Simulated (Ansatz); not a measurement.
```yaml
atoms:
  - { symbol: O, position_ang: [-1.4463, -0.1553, 0.0011] }
  - { symbol: H, position_ang: [-1.9022, 0.7028, -0.0024] }
  - { symbol: H, position_ang: [-0.5101, 0.0937, -0.0056] }
  - { symbol: O, position_ang: [1.3707, 0.1709, 0.0032] }
  - { symbol: H, position_ang: [1.5443, -0.4006, -0.7579] }
  - { symbol: H, position_ang: [1.5457, -0.4180, 0.7617] }
```

Basis set: STO-3G (spherical functions). Correlated methods keep 2 orbitals frozen. Charge 0, multiplicity 1.

Computed with Ansatz (development build ahead of 0.2.0); each method stands on the lowest determinant of its kind that the runs found. Restricted open shells among the atoms or ions are ROHF, correlated in semicanonical orbitals with singles.

Problem. Give the atomization energy at this shape (free ground-state atoms in the same class of orbitals less the molecule, no zero-point energy) of singlet H4O2 by RHF-MP2, RHF.

Solution.

| method | atomization energy |
| --- | --- |
| RHF-MP2 | 14.65 eV |
| RHF | 12.61 eV |

This basis has no polarisation functions and is too small for such energies, which can lie far from measured ones in either direction.
